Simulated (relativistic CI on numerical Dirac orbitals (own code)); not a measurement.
# Spin-allowed bands of a d3 ion in an octahedral site, by hand

Problem. A d3 ion in an octahedral site has a 4A2 ground term and spin-allowed bands at ν1 = 25900 and ν2 = 33251 cm⁻¹ (from a computed ligand-field model). Find Δ and the Racah parameter B, and predict the third band.

Working.
1. The F term splits into A2 (−1.2Δ), T2 (−0.2Δ) and T1 (+0.6Δ), so ν1 = E(T2) − E(A2) = Δ = 25900 cm⁻¹.
2. T1(F) mixes with T1(P), which lies at 15B, through an element 0.4Δ. The two roots, counted from A2, are ν2,3 = ½(15B + 3Δ) ∓ ½√[(15B − Δ)² + 12BΔ].
3. Solving the lower root for B gives B = (2ν1² + ν2² − 3ν1ν2)/(15ν2 − 27ν1) = -136353699/-200535 = 680 cm⁻¹.
4. The sum of the roots is 15B + 3Δ, so ν3 = 15B + 3ν1 − ν2 = 54648 cm⁻¹ (183 nm).

Check. The bands were computed by exact diagonalisation of the d3 shell with B = 680 and Δ = 25900 cm⁻¹, which gives ν3 = 54649 cm⁻¹. C does not enter the terms of highest spin.
